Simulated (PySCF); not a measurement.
Mg: excitation energy

Mg [Ne] 3s2 (1S) → Mg [Ne] 3s1 4s1, s spin flipped, as a difference of total energies. Computed with PySCF 2.14 in aug-cc-pVQZ (7s6p4d3f2g, 84 functions), with the non-relativistic Hamiltonian (point nucleus). Correlated levels: valence: [Ne] frozen. The calculations carry no spin-orbit coupling.

```csv
method,excitation energy (eV)
UHF,0.000
LDA,0.000
PBE,0.000
PBE0,0.000
r2SCAN,0.000
r2SCAN0,0.000
M06-L,0.000
CAM-B3LYP,0.000
HSE06,0.000
MP2 (valence),0.000
SCS-MP2 (valence),0.000
```

The upper determinant mixes two multiplicities, so it lies between the two terms.

The promoted electron is Rydberg-like, and one or two diffuse shells describe it only roughly, which tends to raise the upper state.
